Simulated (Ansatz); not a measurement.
Ansatz results at the PBE0-D4/def2-TZVP geometry: HOMO energy (B3LYP/def2-TZVPP) -5.90 eV; LUMO energy (PBE0/def2-TZVPP) 0.76 eV; LUMO energy (PBE/def2-TZVPP) -0.21 eV.

Each molecule was computed in one conformer, which needn't be the lowest.

Task: Which molecule gave them?
A. `C/C=C(\N)Cl`
B. `BC(F)(Cl)[SiH2]N`
C. `NCOC=[Se]`
D. `O=C1SC1(F)F`

Result: A. The others give `NCOC=[Se]`: -5.96, -1.58, -2.43; `BC(F)(Cl)[SiH2]N`: -7.60, -0.94, -1.99; `O=C1SC1(F)F`: -8.09, -2.06, -3.02.

B3LYP here is the variant with VWN-RPA as its local correlation; programs differ in this.
